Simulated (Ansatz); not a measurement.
Job for Ansatz (a first-principles code): R-PBE0/def2-TZVPP on GeH4SSe (SMILES S[Se][GeH3]), a point of a torsion scan.

Ansatz 0.2 input:
```yaml
crystal:
  periodic: [false, false, false]
  atoms:
    - {symbol: S, position_ang: [2.31000284, 0.49399835, 0.18221455]}
    - {symbol: Se, position_ang: [0.88321744, -0.91726961, 1.05475850]}
    - {symbol: Ge, position_ang: [-1.13775348, -0.00397642, 0.26968448]}
    - {symbol: H, position_ang: [2.64392563, -0.23251676, -0.88664042]}
    - {symbol: H, position_ang: [-1.65964680, -0.74216875, -0.93303674]}
    - {symbol: H, position_ang: [-2.17412388, -0.09399228, 1.34880116]}
    - {symbol: H, position_ang: [-0.90736868, 1.42832591, -0.10491399]}
basis:
  gaussian:
    orbitals: def2-TZVPP
hamiltonian:
  xc: {name: PBE0}
scf: {lower_state_search: off}
```

It printed:

```
WARN ansatz: RAYON_NUM_THREADS=1 ignored (pool sized by the plan → 1); use --threads N
Functional definition: PBE0
these checks for a lower state are left out or cut short: stability, starts, cluster_reference, orbital_swaps, neighbouring_geometries, increment
integrals: 0.14 GiB planned
1364 factors; their error is unknown
mean field: 1.18 GiB planned
mean field evaluation 1: about -132749.5843 eV, gradient 1.9e1 eV
mean field evaluation 2: about -132749.6961 eV, gradient 1.9e1 eV
mean field evaluation 4: about -132750.0753 eV, gradient 1.1e0 eV
mean field evaluation 8: about -132750.7686 eV, gradient 4.0e-1 eV
mean field evaluation 16: about -132750.7687 eV, gradient 1.9e-5 eV
mean field -132750.76871005 eV, -4878.5007683916 hartree, gradient 4.3e-6 eV, S^2 0.000000; 0 other end points of the search recorded, 0 dependent functions left out
reference -132750.76873864 eV, -4878.5007694422 hartree; 43, 43 occupied and 151, 151 virtual orbitals, 1364 factors
Total energy: -132750.76873864 eV, -4878.5007694422 hartree
Checks for a lower state left out: stability, starts, cluster_reference, orbital_swaps, neighbouring_geometries, increment
```

The calculation finished and met its thresholds.

Cost: roughly 8 core-seconds.
